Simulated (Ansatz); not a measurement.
`[NH2][AlH][SiH]([SiH3])Cl` + `[SiH2]1[SiH2]S1` → `[NH2][AlH][SiH]1[SiH2]S1` + `[SiH3][SiH2]Cl`  (formal exchange of groups at the Al–Si bond)

Isolated molecules relaxed with PBE0-D4/def2-TZVP in Ansatz; ΔE leaves out vibrations. CCSD(T)/CBS adds triple-zeta CCSD(T) − MP2 to the extrapolated MP2 energy (def2 sets, frozen cores). Functionals use def2-TZVPP. B3LYP here is the variant with VWN-RPA as its local correlation; programs differ in this. Each species was taken in one conformer, which may not be the lowest.

```tsv
level	ΔE (kcal/mol)	difference from CCSD(T)/CBS
PBE-D4	-4.2	0.2
B3LYP-D4	-4.2	0.2
ωB97X-V	-3.9	0.5
ωB97M-V	-4.1	0.3
PBE	-4.0	0.4
r2SCAN	-4.5	-0.1
PBE0	-4.1	0.3
B3LYP	-3.9	0.5
HF/def2-TZVPP	-3.7	0.7
MP2/def2-TZVPP	-5.1	-0.7
SCS-MP2/def2-TZVPP	-4.7	-0.3
CCSD/def2-TZVPP	-4.3	0.1
CCSD(T)/def2-TZVPP	-4.5	-0.1
HF/def2-QZVPP	-3.7	0.7
MP2/def2-QZVPP	-5.0	-0.6
CCSD/CBS(def2)	-4.1	0.3
CCSD(T)/CBS	-4.4	0
```

Largest T1 diagnostic among the species: 0.014.

In def2-TZVPP, CCSD(T) changes the Hartree–Fock value by −0.8 kcal/mol (the triples alone add −0.3 kcal/mol) and MP2 by −1.4 kcal/mol.
